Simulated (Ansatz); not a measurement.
C2H8BNO (`CN(C)BO`), relaxed with RKS PBE0-D4/def2-TZVP in the Gaussian-basis code of Ansatz from a PBE-D4/def2-SVP geometry. The force threshold is 0.005 eV/Å; the program also tests the step.

Charge 0, multiplicity 1.

Start:

```xyz
13

C     1.102   -0.339   -0.830
N    -0.053   -0.109    0.018
C    -0.815   -1.295    0.343
B    -0.407    1.178    0.490
O     0.368    2.265    0.135
H     0.806   -0.779   -1.810
H     1.625    0.617   -1.018
H     1.821   -1.046   -0.355
H    -1.208   -1.797   -0.572
H    -1.675   -1.029    0.987
H    -0.195   -2.047    0.885
H    -1.392    1.297    1.204
H     0.022    3.084    0.523
```

Question: By how much does the energy fall, and how many steps does the optimiser take? (An estimate is asked.)

Answer: The calculation gave: 0.05 eV, in 4 steps.

Question: Which bonds change most? (Estimate.)

Answer: The calculation gave: B4–H12 from 1.223 to 1.202 Å; C3–H11 from 1.115 to 1.097 Å; C3–H9 from 1.115 to 1.097 Å; C1–H6 from 1.115 to 1.097 Å.

Question: Give the relaxed structure. (Best estimate.)

Answer: The calculation gave: 
```xyz
13

C     1.094   -0.340   -0.824
N    -0.053   -0.104    0.019
C    -0.807   -1.287    0.339
B    -0.406    1.165    0.488
O     0.360    2.253    0.143
H     0.793   -0.780   -1.783
H     1.611    0.598   -1.019
H     1.796   -1.034   -0.347
H    -1.192   -1.771   -0.568
H    -1.653   -1.028    0.975
H    -0.188   -2.023    0.868
H    -1.377    1.286    1.187
H     0.023    3.065    0.521
```
